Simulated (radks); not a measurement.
The numbers below are computed, except where a source is named.
The nuclear charge of neutral phosphorus is varied continuously with 15 electrons held in [Ne] 3s2 3p3. Code: a radial shooting solver on a logarithmic mesh with Libxc functionals. Model: scalar-relativistic Kohn-Sham, PBE, spin-polarised, spherical densities, finite nucleus; open shells are filled with parallel spins first; Fermi nuclear charge, rms radius 3.1889 fm. By the Hellmann-Feynman theorem dE/dZ = E(electron-nucleus)/Z, the electronic potential at the nucleus (averaged over a nucleus of fixed radius). The scalar-relativistic energy here is not variational (the density holds large components alone), so the two differ by a part that grows with Z.

Z,E (hartree),E(electron-nucleus)/Z (hartree),HOMO,e(HOMO) (eV),<r> HOMO (bohr)
14.8,-331.18527,-53.4465,3p,-4.422,2.458
15,-341.97064,-54.3821,3p,-6.283,2.327
15.2,-352.94314,-55.3166,3p,-8.306,2.214
15.4,-364.10256,-56.2500,3p,-10.484,2.114
15.6,-375.44873,-57.1827,3p,-12.813,2.025
15.8,-386.98153,-58.1148,3p,-15.289,1.945
16,-398.70085,-59.0464,3p,-17.909,1.873

The central difference of E at Z = 15 is -54.395 hartree, to compare with the third column; the second derivative is -4.68 hartree.
